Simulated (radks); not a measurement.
Question: These are the eigenvalues of the occupied orbitals of an atom or ion with whole-number occupations (eV). Calculated with a radial shooting solver on a logarithmic mesh with Libxc functionals: Dirac Kohn-Sham, LDA (Slater exchange, Perdew-Wang correlation), spin-unpolarised, spherical densities, point nucleus.

1s1/2: -87983.65
2s1/2: -15783.16
2p1/2: -15162.70
2p3/2: -12975.07
3s1/2: -3841.681
3p1/2: -3561.413
3p3/2: -3073.355
3d3/2: -2611.713
3d5/2: -2507.784
4s1/2: -923.3723
4p1/2: -802.1425
4p3/2: -682.3583
4d3/2: -484.6435
4d5/2: -462.2788
5s1/2: -212.5846
4f5/2: -205.9321
4f7/2: -200.8792
5p1/2: -170.5447
5p3/2: -147.0770
5d3/2: -87.2006
5d5/2: -84.0882
6s1/2: -65.0557

Which element is it, and in what charge state? The configuration may be excited. Open shells, if any, fill j = l - 1/2 first.

Answer: Z = 82, lead, charge +5: Pb5+ in [Xe] 4f14 5d7 6s2. The list shows which subshells hold electrons but not how many an open one holds; the 1s level, -3233.3 hartree, gives Z - s = 80.4 by -(Z - s)^2/2, which with screening and relativity narrows Z to a few neighbours, and the depths of the outer levels then fix element, charge and occupations together.
